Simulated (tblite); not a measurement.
Species: C₃H₁₂N₂OSi₂.
Numbering: `[CH2:1]=[N:2][CH2:3][CH2:4][Si@@H:5]([NH2:6])[O:7][SiH3:8]` (hydrogens: H9, H10 on C1; H11, H12 on C3; H13, H14 on C4; H15 on Si5; H16, H17 on N6; H18, H19, H20 on Si8)

Computed with GFN2-xTB (tblite), gas phase: L-BFGS steps from a force-field or distance-geometry start until the largest atomic force falls under 0.01 eV/Å.

Step 0: E = -706.7678 eV
```
atom  x, y, z in Å  |  force x, y, z in eV/Å
C1      3.7050   -0.7906   -0.1342   -2.296  -1.355  -0.734
N2      2.5118   -1.2652   -0.2833    2.683   0.595   0.607
C3      1.4751   -0.6532    0.4834   -0.141  -0.226  -0.904
C4      0.6039    0.1264   -0.5334   -0.128  -0.725   0.544
Si5    -0.7578    0.9163    0.4851   -0.439   0.804   0.134
N6     -1.5934    2.1647   -0.4547    0.721  -0.612  -0.356
O7     -1.7171   -0.3016    1.1008   -0.651   0.769  -1.368
Si8    -3.0127   -0.8247    0.2007   -0.093  -1.202   0.733
H9      4.5122   -1.2423   -0.6910   -0.092   0.065  -0.060
H10     3.9355    0.0420    0.5123    0.113   0.228   0.303
H11     0.8735   -1.4468    0.9842    0.418   0.575  -0.318
H12     1.9170    0.0452    1.1952   -0.248   0.110   0.438
H13     1.2163    0.8983   -1.0040   -0.054  -0.356  -0.187
H14     0.2056   -0.6043   -1.2595    0.417   0.489   0.069
H15    -0.0882    1.6022    1.6039   -0.459  -0.140   0.036
H16    -2.4782    1.8634   -0.8837    0.792   0.493   0.151
H17    -0.9493    2.6072   -1.1493   -1.155  -0.499   0.762
H18    -2.6684   -1.9902   -0.6630    0.181   0.445   0.269
H19    -4.0512   -1.2928    1.1439    0.426   0.229   0.009
H20    -3.6449    0.1567   -0.6564    0.005   0.313  -0.129
```

Step 1: E = -706.9386 eV
```
atom  x, y, z in Å  |  force x, y, z in eV/Å
C1      3.6722   -0.8099   -0.1447    2.892   1.073   0.247
N2      2.5501   -1.2567   -0.2746   -2.539  -1.283  -0.004
C3      1.4730   -0.6565    0.4705    0.398  -0.014  -0.429
C4      0.6021    0.1161   -0.5257    0.003  -0.169   0.353
Si5    -0.7641    0.9278    0.4870   -0.130   0.433   0.011
N6     -1.5831    2.1560   -0.4598    0.235  -0.629   0.101
O7     -1.7264   -0.2906    1.0813   -0.510   0.701  -1.052
Si8    -3.0140   -0.8419    0.2112   -0.238  -0.629   0.209
H9      4.5109   -1.2414   -0.6919   -0.266   0.083   0.014
H10     3.9371    0.0453    0.5166   -0.027  -0.210  -0.071
H11     0.8795   -1.4386    0.9796    0.361   0.330  -0.287
H12     1.9134    0.0468    1.2014   -0.347  -0.089   0.149
H13     1.2156    0.8932   -1.0066   -0.175  -0.465  -0.057
H14     0.2115   -0.5974   -1.2585    0.248   0.275  -0.068
H15    -0.0947    1.6002    1.6044   -0.412  -0.079   0.133
H16    -2.4668    1.8704   -0.8815    0.489   0.363   0.085
H17    -0.9658    2.6001   -1.1384   -0.544  -0.109   0.209
H18    -2.6658   -1.9839   -0.6592    0.213   0.262   0.177
H19    -4.0451   -1.2895    1.1440    0.228   0.116   0.206
H20    -3.6449    0.1611   -0.6583    0.121   0.043   0.074
```

Step 2: E = -707.0734 eV
```
atom  x, y, z in Å  |  force x, y, z in eV/Å
C1      3.6902   -0.8064   -0.1466    0.183   0.280   0.225
N2      2.5385   -1.2673   -0.2708    0.044  -0.403  -0.002
C3      1.4766   -0.6580    0.4600    0.381   0.122   0.138
C4      0.6013    0.1096   -0.5183   -0.039   0.202   0.146
Si5    -0.7683    0.9377    0.4880    0.139   0.052  -0.011
N6     -1.5760    2.1451   -0.4609   -0.033  -0.453   0.306
O7     -1.7361   -0.2780    1.0609   -0.393   0.616  -0.764
Si8    -3.0173   -0.8565    0.2181   -0.293  -0.194  -0.154
H9      4.5073   -1.2400   -0.6921    0.081  -0.087  -0.179
H10     3.9375    0.0444    0.5177   -0.006  -0.187  -0.094
H11     0.8862   -1.4313    0.9744    0.221   0.167  -0.203
H12     1.9080    0.0465    1.2059   -0.338  -0.152   0.002
H13     1.2133    0.8857   -1.0084   -0.187  -0.445  -0.004
H14     0.2169   -0.5912   -1.2589    0.129   0.132  -0.129
H15    -0.1022    1.5985    1.6061   -0.363  -0.023   0.220
H16    -2.4564    1.8776   -0.8796    0.143   0.214   0.013
H17    -0.9791    2.5957   -1.1313   -0.120   0.170  -0.141
H18    -2.6622   -1.9781   -0.6555    0.241   0.086   0.080
H19    -4.0399   -1.2868    1.1464    0.048   0.019   0.377
H20    -3.6435    0.1636   -0.6583    0.160  -0.117   0.177
```

Question: Estimate the geometry and energy of step 3. (The exact step hangs on the optimiser's Hessian estimate; all steps are aligned on step 2, rigid shifts and turns removed.)

Answer: E = -707.1426 eV, largest force 0.691 eV/Å
```
atom  x, y, z in Å  |  force x, y, z in eV/Å
C1      3.6954   -0.8029   -0.1448   -0.225  -0.136   0.021
N2      2.5415   -1.2784   -0.2677    0.511  -0.026   0.022
C3      1.4854   -0.6568    0.4560    0.175   0.046   0.213
C4      0.5999    0.1090   -0.5108    0.012   0.123  -0.001
Si5    -0.7684    0.9451    0.4885    0.347  -0.261   0.059
N6     -1.5717    2.1298   -0.4561    0.038   0.102   0.022
O7     -1.7499   -0.2582    1.0333   -0.325   0.423  -0.440
Si8    -3.0248   -0.8697    0.2199   -0.300   0.140  -0.323
H9      4.5072   -1.2410   -0.6960    0.104  -0.060  -0.134
H10     3.9379    0.0408    0.5171    0.021  -0.052  -0.026
H11     0.8946   -1.4233    0.9673    0.097  -0.005  -0.096
H12     1.8982    0.0436    1.2089   -0.180  -0.069   0.020
H13     1.2084    0.8727   -1.0098   -0.066  -0.224  -0.047
H14     0.2229   -0.5847   -1.2614    0.049   0.066  -0.080
H15    -0.1139    1.5969    1.6114   -0.303   0.025   0.302
H16    -2.4470    1.8863   -0.8782   -0.235   0.041  -0.048
H17    -0.9902    2.5960   -1.1291   -0.025   0.196  -0.089
H18    -2.6554   -1.9728   -0.6516    0.263  -0.102  -0.030
H19    -4.0355   -1.2847    1.1550   -0.070  -0.050   0.479
H20    -3.6397    0.1631   -0.6551    0.113  -0.178   0.177
```

The energy changes by -0.0692 eV. The first-order estimate −F·Δx gives -0.0982 eV and the mean of the old and new forces, exact on a quadratic surface, -0.0692 eV. The step makes an angle of 26° with the force vector and moves no atom by more than 0.037 Å.

The cost below is that of the whole relaxation. Time: 1.4 s. Hardware: one thread, Arm Neoverse V1 (aarch64), no GPU (shared host).
